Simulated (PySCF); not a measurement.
ClGe, SMILES [Ge][Cl] (connectivity only; charge and spin as stated), charge +1, multiplicity 1. Atoms are numbered in the order given.

```xyz
2

Cl     0.0000     0.0000    -1.3456
Ge     0.0000     0.0000     0.7149
```
Charge +1, spin multiplicity 1.

Coordinates come from a r2SCAN-D4/def2-TZVP optimisation. The spin state was assumed, not searched.

Computed with TDA-ωB97X/def2-TZVPD in PySCF 2.14.0.

Vertical excitations; the highest root listed may be one member of a degenerate set. Gas-phase values at a fixed geometry. State labels are in the subgroup C2v.

**Question.** Estimate the UV-visible absorptions. (Estimate from the structure and the level; the computed values follow.)

**Answer.** 
```csv
state,symmetry,energy (eV),λ (nm),f,main pairs
S1,B2,5.47,227,0.051,HOMO→LUMO+1 (degenerate set)
S2,B1,5.47,227,0.051,HOMO→LUMO (degenerate set)
S3,A2,5.47,227,0.000,"HOMO−2→LUMO+1 49 %, HOMO−1→LUMO 49 %"
S4,A1,5.65,220,0.000,"HOMO−1→LUMO+1, HOMO−2→LUMO (degenerate set)"
S5,A2,5.65,220,0.000,"HOMO−1→LUMO, HOMO−2→LUMO+1 (degenerate set)"
S6,A1,7.14,174,0.070,"HOMO−2→LUMO 39 %, HOMO−1→LUMO+1 39 %, HOMO→LUMO+2 18 %"
S7,B2,9.27,134,0.012,HOMO−1→LUMO+2 (degenerate set)
S8,B1,9.27,134,0.012,HOMO−2→LUMO+2 (degenerate set)
S9,A1,10.77,115,2.001,HOMO→LUMO+2 75 %
S10,A1,11.23,110,0.041,HOMO→LUMO+3 95 %
T1,B2,4.23,293,0,HOMO→LUMO+1 (degenerate set)
T2,B1,4.23,293,0,HOMO→LUMO (degenerate set)
T3,A1,5.12,242,0,"HOMO−1→LUMO+1 49 %, HOMO−2→LUMO 49 %"
T4,A1,5.28,235,0,"HOMO−2→LUMO 49 %, HOMO−1→LUMO+1 49 %"
```
Triplets are in the Tamm–Dancoff approximation.
